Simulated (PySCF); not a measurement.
# SrLi and its ions

ROHF-CCSD(T); basis Sr x2c-SVPall, Li x2c-SVPall; spin-free X2C with a Gaussian nucleus; PySCF 2.14. Neutral (ROHF): doublet (σ ↑), Re = 3.697 Å, ωe = 157 cm⁻¹, De = 0.25 eV.

SrLi⁺ (RHF): singlet (closed shell), Re = 3.560 Å, ωe = 211 cm⁻¹, De = 1.28 eV to Sr + Li⁺. The energies at the minima are -3184.70882 hartree for SrLi and -3184.55376 for SrLi⁺.

Problem. Work out the adiabatic ionisation energy, without and with harmonic zero-point energies (1 hartree = 27.2114 eV, 1 eV = 8065.5 cm⁻¹), and the change of the bond length.

Solution. At CCSD(T): 0.15506 hartree = 4.219 eV between the minima; the zero-point term (211.0 − 157.0)/2 cm⁻¹ = +0.003 eV makes it 4.223 eV. Re changes by -13.7 pm against the neutral. The electron leaves a σ orbital, and the shorter bond of the ion fits an antibonding orbital, or a change in how ionic the bond is.

Correlated steps freeze 9 core orbitals. Weak bonds: SrLi. Basis-set superposition, not corrected here, can be much of De in a small basis, most of all at correlated wavefunction levels. For an ion De counts to the pair picked by the measured ionisation energies or electron affinities, which need not be the lowest pair at this level. States were picked by a PBE0 search and need not be the measured ground states.
